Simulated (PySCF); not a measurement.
# Electric field gradients and quadrupole coupling constants

Compound: C5H3FN2O.
Geometry (GFN2-xTB, Å), atoms numbered from 1 in this order:
```
atom  x, y, z in Å
N1     3.163   -1.482   -0.248
C2     2.069   -1.140   -0.212
C3     0.714   -0.770   -0.163
C4     0.343    0.512    0.020
C5     1.333    1.532    0.141
N6     2.136    2.340    0.239
O7    -0.927    0.996    0.108
C8    -1.977    0.107    0.156
F9    -2.124   -0.557   -1.029
H10    0.002   -1.573   -0.295
H11   -2.884    0.698    0.321
H12   -1.847   -0.662    0.935
```

Field gradients from the B3LYP/pcJ-1 density (PySCF, non-relativistic), principal values in atomic units, ordered |Vxx| ≤ |Vyy| ≤ |Vzz|:

```json
{"atom": "N1", "Vxx": "0.4558", "Vyy": "0.5443", "Vzz": "-1.0001"}
{"atom": "N6", "Vxx": "0.4999", "Vyy": "0.5499", "Vzz": "-1.0498"}
{"atom": "O7", "Vxx": "-0.4666", "Vyy": "-1.4172", "Vzz": "1.8838"}
```

Find the asymmetry η = (Vxx − Vyy)/Vzz and the couplings χ = eQV/h (234.96 MHz × Q in barn × V in au), with Q(14N) = 0.02044 b, Q(17O) = −0.0256 b.

```csv
atom,environment,nucleus,η,χzz (MHz),χxx (MHz),χyy (MHz)
N1,nitrile nitrogen,14N,0.09,-4.803,2.189,2.614
N6,nitrile nitrogen,14N,0.05,-5.04,2.40,2.64
O7,ether oxygen,17O,0.50,-11.33,2.81,8.52
```

The tensor is traceless: Vxx + Vyy + Vzz = 0.

What is Vzz at N6 in SI units (1 au = 9.71736 × 10²¹ V/m²)?

-1.0498 au = -10.201 × 10²¹ V/m².

And the gradient at the other heavy atoms, for which no coupling is worked out here?

| atom | environment | Vzz (au) | η |
| --- | --- | --- | --- |
| C2 | nitrile carbon | -0.322 | 0.01 |
| C3 | alkene CH carbon | -0.148 | 0.35 |
| C4 | vinylic carbon bearing oxygen | -0.264 | 0.65 |
| C5 | nitrile carbon | -0.298 | 0.03 |
| C8 | sp3 C–F carbon | -0.523 | 0.81 |
| F9 | alkyl fluorine | 2.921 | 0.12 |

What couplings would deuterons (Q(2H) = 0.00286 b) have in place of the hydrogens, at this geometry?

| atom | bonded to | bond length (Å) | Vzz (au) | η | χzz (kHz) |
| --- | --- | --- | --- | --- | --- |
| H10 | C3 | 1.081 | 0.3072 | 0.13 | 206 |
| H11 | C8 | 1.095 | 0.2683 | 0.05 | 180 |
| H12 | C8 | 1.102 | 0.2565 | 0.04 | 172 |

Isolated species at its GFN2-xTB geometry (one conformer only). GFN2-xTB bond lengths can be off by several hundredths of an ångström, more for odd bonds, and the gradients follow them. A larger basis could move these couplings by a tenth or more.
